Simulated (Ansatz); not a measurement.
Isolated molecules relaxed with PBE0-D4/def2-TZVP in Ansatz; ΔE leaves out vibrations. CBS: MP2 limit from def2 TZ/QZ plus the TZ coupled-cluster correction, frozen cores. This one scheme is used for every species. DFT in def2-TZVPP. B3LYP here is the variant with VWN-RPA as its local correlation; programs differ in this. Elements past krypton have def2 core potentials. For Te outer-core shells are correlated without core-valence functions, which leaves a few kJ/mol of doubt a bond.

Consider the hydrogenolysis of a C–Si bond: `CC([SiH3])[TeH]` + H₂ → `CC[TeH]` + SiH₄.

```json
{"level": "B3LYP-D4", "ΔE (kJ/mol)": "-26.6"}
{"level": "B3LYP", "ΔE (kJ/mol)": "-43.4"}
```

Problem. What does CCSD(T)/CBS give? (Best estimate.)

Solution. Ansatz gave: -20.2 kJ/mol. The listed levels differ from it by -6.4, -23.2 kJ/mol.

Largest T1 diagnostic among the species: 0.011.

The D4 term adds +16.8 kJ/mol with B3LYP and +9.2 kJ/mol with PBE0; it sums over pairs of atoms, weighted by their polarisabilities, and B3LYP, whose exchange is more repulsive, gets the larger term. In def2-TZVPP, CCSD(T) changes the Hartree–Fock value by +33.8 kJ/mol (the triples alone add +6.5 kJ/mol) and MP2 by +43.4 kJ/mol.
